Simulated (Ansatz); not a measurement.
The cluster Li6H7. Charge 0, multiplicity 2. Geometry PBE0-D4/def2-TZVP.

```xyz
13

Li   -0.5407   -1.7035    0.0646
Li   -0.4054   -0.3356    2.3179
Li    1.0577    2.3970    0.4771
Li   -0.9415    0.8355    0.0930
Li    1.7022   -0.0792    0.5079
Li    0.9420    1.1266   -1.6132
H    -1.6014   -0.6067    1.0123
H    -1.6826   -2.6763   -1.3230
H     0.3070   -0.3909   -0.8311
H     0.4407    1.0418    1.5232
H    -1.3269   -3.2619   -1.0113
H    -0.2156    2.2625   -0.8043
H     2.2645    1.3906   -0.4131
```

B3LYP takes the VWN-RPA correlation. In the doublet, H8 and H11 lie 0.75 Å apart (atoms count from 1), so H2 has formed as a molecule. The structure comes from a short search, and lower isomers may exist.

(1) Estimate the α-spin orbital energies around the gap (eV) in Ansatz with HF/6-31G, PBE-D4/def2-SVP, BLYP-D4/def2-TZVP, r2SCAN-D4/def2-TZVPD, B3LYP-D4/def2-TZVP.

Results:

(1) 
| orbital | HF/6-31G | PBE-D4/def2-SVP | BLYP-D4/def2-TZVP | r2SCAN-D4/def2-TZVPD | B3LYP-D4/def2-TZVP |
| --- | --- | --- | --- | --- | --- |
| HOMO−9 | -65.56 | -49.27 | -49.92 | -51.04 | -53.26 |
| HOMO−8 | -65.53 | -49.18 | -49.85 | -50.89 | -53.18 |
| HOMO−7 | -65.22 | -48.83 | -49.51 | -50.55 | -52.85 |
| HOMO−6 | -17.60 | -11.53 | -11.58 | -12.08 | -13.07 |
| HOMO−5 | -13.09 | -7.76 | -7.74 | -8.16 | -9.06 |
| HOMO−4 | -10.92 | -6.27 | -6.27 | -6.63 | -7.46 |
| HOMO−3 | -10.46 | -6.08 | -6.10 | -6.41 | -7.21 |
| HOMO−2 | -9.62 | -5.41 | -5.44 | -5.72 | -6.52 |
| HOMO−1 | -9.39 | -5.28 | -5.31 | -5.59 | -6.37 |
| HOMO | -4.55 | -2.41 | -2.27 | -2.53 | -2.88 |
| LUMO | 0.98 | -1.17 | -1.02 | -0.83 | -0.73 |
| LUMO+1 | 1.12 | -0.79 | -0.64 | -0.55 | -0.34 |
| LUMO+2 | 1.32 | -0.62 | -0.61 | -0.45 | -0.29 |
| LUMO+3 | 1.58 | -0.51 | -0.44 | -0.03 | -0.17 |
| LUMO+4 | 1.73 | -0.38 | -0.27 | 0.05 | 0.02 |
| LUMO+5 | 2.15 | 0.01 | 0.15 | 0.23 | 0.44 |
| β HOMO | -9.38 | -5.24 | -5.29 | -5.56 | -6.35 |
| β LUMO | 1.02 | -1.35 | -1.29 | -1.06 | -1.00 |
